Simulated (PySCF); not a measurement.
# First hyperpolarisability: SMILES C=C(C)/C(C)=C\C=O, C₇H₁₀O

Molfile (atoms numbered from 1):
```
C7H10O
     RDKit          3D

 18 17  0  0  0  0  0  0  0  0999 V2000
   -1.1841    0.5364   -1.1077 C   0  0  0  0  0  0  0  0  0  0  0  0
   -0.7046   -0.0411    0.0043 C   0  0  0  0  0  0  0  0  0  0  0  0
   -1.5787   -0.8468    0.9238 C   0  0  0  0  0  0  0  0  0  0  0  0
    0.7094    0.1483    0.4073 C   0  0  0  0  0  0  0  0  0  0  0  0
    0.9502    0.5958    1.8183 C   0  0  0  0  0  0  0  0  0  0  0  0
    1.7484   -0.0674   -0.4328 C   0  0  0  0  0  0  0  0  0  0  0  0
    1.6672   -0.6604   -1.7723 C   0  0  0  0  0  0  0  0  0  0  0  0
    2.6186   -0.7437   -2.5155 O   0  0  0  0  0  0  0  0  0  0  0  0
   -0.5538    1.1650   -1.7412 H   0  0  0  0  0  0  0  0  0  0  0  0
   -2.2313    0.4142   -1.3991 H   0  0  0  0  0  0  0  0  0  0  0  0
   -1.1318   -1.8321    1.1337 H   0  0  0  0  0  0  0  0  0  0  0  0
   -2.5735   -1.0028    0.4850 H   0  0  0  0  0  0  0  0  0  0  0  0
   -1.7127   -0.3410    1.8939 H   0  0  0  0  0  0  0  0  0  0  0  0
    0.6754   -0.1994    2.5312 H   0  0  0  0  0  0  0  0  0  0  0  0
    2.0066    0.8466    1.9826 H   0  0  0  0  0  0  0  0  0  0  0  0
    0.3320    1.4738    2.0659 H   0  0  0  0  0  0  0  0  0  0  0  0
    2.7689    0.1502   -0.0992 H   0  0  0  0  0  0  0  0  0  0  0  0
    0.6709   -1.0714   -2.0651 H   0  0  0  0  0  0  0  0  0  0  0  0
  1  2  2  0
  2  3  1  0
  2  4  1  0
  4  5  1  0
  4  6  2  0
  6  7  1  0
  7  8  2  0
  1  9  1  0
  1 10  1  0
  3 11  1  0
  3 12  1  0
  3 13  1  0
  5 14  1  0
  5 15  1  0
  5 16  1  0
  6 17  1  0
  7 18  1  0
M  END
```

Theory: quadratic response CAM-B3LYP/aug-cc-pVDZ first hyperpolarisability, Taylor convention, gas phase in PySCF 2.14.0. Geometry: PBE0-D3(BJ)/def2-SVP.

Q: What is the first hyperpolarisability, and how does it disperse?

A: In au, Taylor convention; the vector part is βᵢ = ⅓ Σⱼ (βᵢⱼⱼ + βⱼᵢⱼ + βⱼⱼᵢ); β∥ is 3/5 of the vector part along the dipole, the dipole points from − to +:
```
                   process  λ (nm)  β vector norm    β∥  β HRS  depolarisation ratio
           static β(0;0,0)       ∞          104.6  58.5   53.1                  3.08
second harmonic β(−2ω;ω,ω)    1907          121.0  68.9   59.6                  3.25
         Pockels β(−ω;ω,0)    1907          109.8  61.8      –                     –
second harmonic β(−2ω;ω,ω)    1064          169.8  99.3   78.6                  3.61
         Pockels β(−ω;ω,0)    1064          122.3  69.7      –                     –
```

Q: Which lowest excitations, dipole and polarisabilities go with it?

A: S1 3.72 eV (f = 0.003); S2 5.20 eV (f = 0.246); S3 6.05 eV (f = 0.075); dipole 4.71 D; isotropic α 93.5 au static, 93.9 au at 1907 nm, 94.7 au at 1064 nm, 95.0 au at 953.5 nm, 98.9 au at 532 nm.
